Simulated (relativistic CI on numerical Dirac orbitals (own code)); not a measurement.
One change at a time: Pd¹⁴⁺

Base calculation: Dirac-Coulomb-Breit CI, KLI orbitals optimised for each configuration, model QED (radiative potential, 1s self-energy scaled to tabulated hydrogen-like ionisation energies), unscaled Slater integrals.

Configurations in the expansion (outside the closed core [Ar] 3d10): 4s²4p², 4s4p³, 4p⁴, 4s²4p4d, 4s4p²4d, 4s²4p4f, 4s4p²4f, 4p³4d, 4s4p4d², 4s²4p5s, 4s²4d4f, 4s²4p5p, 4p³4f, 4p³5s, 4s4p²5s, 4s4p4d5s, 4s²4p5d, 4s4p²5p, 4s²4f5s, 4p²4d4f, 4s²4p5f, 4s²4p6s, 4s²4p5g, 4s4p4f², 4s4p²5d, 4s²4p6p, 4s4p5s², 4s²4d², 4s4d³, 4s4d²4f, 4p²4d², 4p4d³, 4p4d²4f, 4p4d²5s, 4s²4f², 4s4d4f², 4s4f³, 4s²4d5s, 4s4d²5s, 4s4d4f5s, 4p²4f², 4p4d4f², 4p4f³, 4p4f²5s, 4s4p4d4f, 4s²5s², 4s4d5s², 4s4f5s², 4p²4d5s, 4p4d4f5s, 4p4d5s², 4s4p4f5s, 4s4f²5s. Double excitations out of closed p, d and f shells are left out; levels of such configurations are missing from the list, as are those of other unlisted configurations, and high levels can miss mixing partners. These lack a partner that the ground configuration has and come out too high: 4s4p²5p, 4s4p²5d, 4s²4p5p, 4s²4p5d, 4s²4p5f.

The lowest level and the first level of each name with at least 55 % of one term (blank where a level has no safe partner in the second run):

| Level | Base (cm⁻¹) | Shift (cm⁻¹) |
| --- | --- | --- |
| 4s²4p² ³P0 | 0 | 0 |
| 4s²4p² ³P1 | 35985 | -367 |
| 4s²4p² ³P2 | 49669 | +914 |
| 4s²4p² ¹D2 | 97690 | +2338 |
| 4s²4p² ¹S0 | 135634 | +6436 |
| 4s4p³ ⁵S°2 | 280814 | -14179 |
| 4s4p³ ³D°1 | 342528 | +9089 |
| 4s4p³ ³D°2 | 346844 | +7609 |
| 4s4p³ ³D°3 | 361183 | +9423 |
| 4s4p³ ³P°0 | 393888 | +4446 |
| 4s4p³ ³P°1 | 399504 | +6253 |
| 4s4p³ ³S°1 | 459064 | +10092 |
| 4s²4p4d ³F°2 | 515127 | -6841 |
| 4s²4p4d ³F°3 | 534736 | -2379 |

At this charge energies of transitions that change n are usually good to better than 1 %, and those within a shell (Δn = 0) to a few per cent.

Question: One thing was changed in a second run, which moved the levels as shown. Which?
A. QED terms removed
B. Breit term removed
C. only the first 3 configurations
D. configuration mixing switched off

Answer: D. Configuration mixing switched off. Without mixing, levels that were pushed by configurations of the same parity and J return to their single-configuration places.

LS names give the leading component of a level, which can be under half, so a name can repeat, a term be missing and a line seem to break the LS rules.
